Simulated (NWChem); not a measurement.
## Basis-set convergence for H₄FInO

SMILES: O.[F][InH2]
```xyz
7

In     0.3121    -0.3797    -0.0514
H      0.5260    -1.2321     1.4225
H      1.1311    -0.1679    -1.5520
F     -1.6644     0.1101    -0.2948
O     -0.1324     1.8604     0.6200
H     -1.0396     1.5664     0.3307
H      0.1263     2.5663     0.0098
```
Charge 0, spin multiplicity 1.

The numbers come from NWChem runs, not from measurements. All single points use one geometry, from B3LYP/def2-SVP with def2 effective core potentials on In, a minimum by its harmonic frequencies.

Quantity: vertical ionisation energy at the level ΔPBE (Δ: difference of total energies, the cation a doublet at the parent's geometry; it is the state that the SCF runs reached, from PBE0 orbitals for Hartree-Fock references, and need not be the lowest).

Effective core potentials replace the inner electrons of In; spin-orbit coupling is left out. The structure started from a generated list of species. The stability of the SCF solutions was not checked.

Relative cost: rough, from shared machines, SCF included, def2-SVP = 1.

Problem. In def2-TZVPD the value is 10.37 eV. Among def2-SVP, def2-SVPD, def2-TZVP, def2-TZVPP, which is the smallest basis within 0.2 eV of it?

Solution. def2-SVPD, with 110 functions against 172 and about 30 % of the time (also within reach: def2-TZVP, def2-TZVPP). def2-TZVPD isn't the basis-set limit itself, and a small set can land close by cancellation.

```tsv
basis	functions	vertical ionisation energy (eV)	relative cost
def2-SVP	74	10.15	1
def2-SVPD	110	10.39	5
def2-TZVP	136	10.34	5
def2-TZVPP	168	10.33	9
def2-TZVPD	172	10.37	20
```
